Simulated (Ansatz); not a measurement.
Ligand exchange: SiCl4 + BHBr2 → SiHCl3 + BBr2Cl

Species: SiCl4 (silicon tetrachloride) `Cl[Si](Cl)(Cl)Cl`, singlet; BHBr2 `BrBBr`, singlet; SiHCl3 (trichlorosilane) `Cl[SiH](Cl)Cl`, singlet; BBr2Cl `ClB(Br)Br`, singlet. The partners trade Cl for H: Si–Cl and B–H bonds give way to Si–H and B–Cl.

Shapes, held fixed at every level: PBE0-D4/def2-TZVP. Programs: Ansatz 0.2.0. The zero-point and thermal change to 298 K, harmonic and unscaled (PBE0-D4/def2-TZVP), is -1.8 kJ/mol.

(1) Estimate ΔH(298 K) of this reaction.

Answers

(1) The highest level, CCSD(T)/def2-TZVPP, gives ΔH(298 K) = +12.1 kJ/mol; the levels span -2.0 to +17.6. They disagree on the sign: 7 of 8 are positive. The column of differences is taken from that level and isn't an error. No measured value is set beside it here. Relativity is left out for Br. Outer-core shells of Br are correlated, in sets that cover them unevenly.

```csv
level,kind,ΔH(298 K) (kJ/mol),less CCSD(T)/def2-TZVPP
HF/def2-SVP,Hartree–Fock,+7.3,-4.8
PBE-D4/def2-TZVPP,GGA,+9.2,-2.9
B3LYP-D4/def2-TZVPP,global hybrid,+14.0,+1.9
BHLYP-D4/def2-TZVPP,global hybrid,+17.6,+5.5
wB97M-V/def2-TZVPP,range-separated hybrid,+15.2,+3.1
B2PLYP/def2-TZVPP,double hybrid,+12.1,0.0
CCSD/def2-SVP,coupled cluster or CI,-2.0,-14.1
CCSD(T)/def2-TZVPP,coupled cluster or CI,+12.1,0.0
```
